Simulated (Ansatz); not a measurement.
`N[SiH2]P` + CH₃OH → `CO[SiH2]N` + PH₃  (cleavage of the Si–P bond)

Calculated with Ansatz (gas phase, PBE0-D4/def2-TZVP geometries, no zero-point term in ΔE). CBS: MP2 limit from def2 TZ/QZ plus the TZ coupled-cluster correction, frozen cores. This one scheme is used for every species. Functionals use def2-TZVPP. Each species was taken in one conformer, which may not be the lowest.

| level | ΔE (kJ/mol) |
| --- | --- |
| PBE-D4 | -77.3 |
| PBE | -77.6 |
| PBE0 | -81.3 |
| CCSD/def2-TZVPP | -99.1 |

Q: What does CCSD(T)/CBS give? (An estimate is asked.)

A: Computed: -93.7 kJ/mol. The listed levels differ from it by 16.4, 16.1, 12.4, -5.4 kJ/mol.

Largest T1 diagnostic among the species: 0.013.

In def2-TZVPP, CCSD(T) changes the Hartree–Fock value by +14.5 kJ/mol (the triples alone add +2.2 kJ/mol) and MP2 by +13.0 kJ/mol. From PBE to PBE0 (25 % exact exchange), in def2-TZVPP and without D4, ΔE moves by −3.7 kJ/mol.
